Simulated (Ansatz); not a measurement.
Consider the formal exchange of groups at a B–C bond: `CC(Cl)BS` + `CC(C)[O][AlH][Cl]` → `SB[O][AlH][Cl]` + `CC(C)C(C)Cl`.

Gas-phase electronic energies from Ansatz, PBE0-D4/def2-TZVP geometries. CBS: MP2 limit from def2 TZ/QZ plus the TZ coupled-cluster correction, frozen cores. Functionals use def2-TZVPP. B3LYP here is the variant with VWN-RPA as its local correlation; programs differ in this. One conformer a species, not always the lowest.

```
        level  ΔE (kJ/mol)
      PBE0-D4       -159.9
     B3LYP-D4       -159.8
HF/def2-QZVPP       -173.4
MP2/CBS(def2)       -175.1
```

(1) What does CCSD(T)/CBS give? (Best estimate.)

Largest T1 diagnostic among the species: 0.013.

Answers

(1) Computed: -168.3 kJ/mol. The listed levels differ from it by 8.4, 8.5, -5.1, -6.8 kJ/mol.

From PBE to PBE0 (25 % exact exchange), in def2-TZVPP and without D4, ΔE moves by −8.2 kJ/mol.
